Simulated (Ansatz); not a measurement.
Compare A (`CBN(C)C`) with its isomer B (`CB(C)CN`).

Program: Ansatz. Geometries: PBE0-D4/def2-TZVP. ΔE: electronic, gas phase. CCSD(T)/CBS is the MP2 limit (def2-TZVPP, def2-QZVPP) plus CCSD(T) − MP2 in def2-TZVPP, frozen cores. DFT in def2-TZVPP. B3LYP here is the variant with VWN-RPA as its local correlation; programs differ in this. Each species was taken in one conformer, which may not be the lowest.

A:

```xyz
15

C    -0.892    0.524   -1.898
B     0.349    0.292   -0.965
N     0.300   -0.099    0.372
C     1.493   -0.290    1.164
C    -0.903   -0.358    1.127
H    -0.864    1.545   -2.295
H    -0.817   -0.128   -2.775
H    -1.876    0.369   -1.452
H     1.453    0.458   -1.418
H     2.375   -0.086    0.559
H     1.554   -1.319    1.540
H     1.499    0.378    2.033
H    -1.787   -0.208    0.511
H    -0.914   -1.388    1.502
H    -0.970    0.309    1.995
```

B:

Z-matrix (Å, degrees):
```
C
B 1 1.566
H 1 1.095 2 111.1
H 1 1.092 2 114.9 3 125.1
H 1 1.100 2 108.5 3 -115.1
C 2 1.567 1 121.0 3 -135.2
C 2 1.569 1 120.5 3 45.7
H 6 1.096 2 111.3 1 -48.6
H 6 1.098 2 108.3 1 66.3
H 6 1.093 2 115.2 1 -172.9
N 7 1.454 2 116.7 1 -6.5
H 7 1.100 2 106.4 1 -128.4
H 7 1.109 2 105.8 1 122.0
H 11 1.011 7 111.7 2 171.5
H 11 1.011 7 111.0 2 51.9
```

(1) Which isomer does CCSD(T)/CBS put lower? Give the gap. (An estimate is asked.)

(2) Give E(B) − E(A) in kJ/mol with CCSD(T)/def2-SVP, PBE-D4, B2PLYP, B3LYP-D4, CCSD/def2-TZVPP, r2SCAN-D4, BLYP-D4. (Estimate.)

(3) Does the order hold for the free energy at 298.15 K (harmonic terms from PBE0-D4)? (An estimate is asked.)

Largest T1 diagnostic: 0.012.

Results:

(1) The calculation gave: A, by 70.9 kJ/mol.

(2) Computed: CCSD(T)/def2-SVP 96.8, PBE-D4 69.6, B2PLYP 74.8, B3LYP-D4 74.1, CCSD/def2-TZVPP 72.5, r2SCAN-D4 66.1, BLYP-D4 76.1. None reverses the order clearly.

(3) The calculation gave: Yes: G(B) − G(A) = +62.3 kJ/mol, for one conformer each.

Leaving LDA and LC-ωPBE aside and taking each functional with its dispersion term where it has one, the values, not all of them listed here, spread over 14.1 kJ/mol, from B97M-V to BLYP-D4. LDA lies +8.5 kJ/mol from PBE without D4. At CCSD(T), def2-SVP lies +25.9 kJ/mol from the extrapolated value and def2-TZVPP +4.0 kJ/mol.
